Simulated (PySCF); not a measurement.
**GaAs⁻ at PBE0**

Level: PBE0. basis Ga def2-TZVPPD, As def2-TZVPPD; no relativity; PySCF 2.14.

```
state                                                                                                              : ²Σ⁺ (doublet), unpaired electrons σ ↑
bond length                                                                                                        : 2.222 Å
harmonic wavenumber                                                                                                : 329 cm⁻¹
force constant                                                                                                     : 2.29 mdyn/Å
rotational constant Be                                                                                             : 0.09509 cm⁻¹
anharmonicity ωexe                                                                                                 : 0.909 cm⁻¹
vibration–rotation constant αe                                                                                     : 0.000364 cm⁻¹
bond order (Mayer)                                                                                                 : 2.59
dipole moment (positive dipole points towards As; it is taken about the centre of mass and depends on that origin) : -1.68 D
```

Spin–orbit coupling is left out. The state was picked by a PBE0 search and need not be the measured ground state.
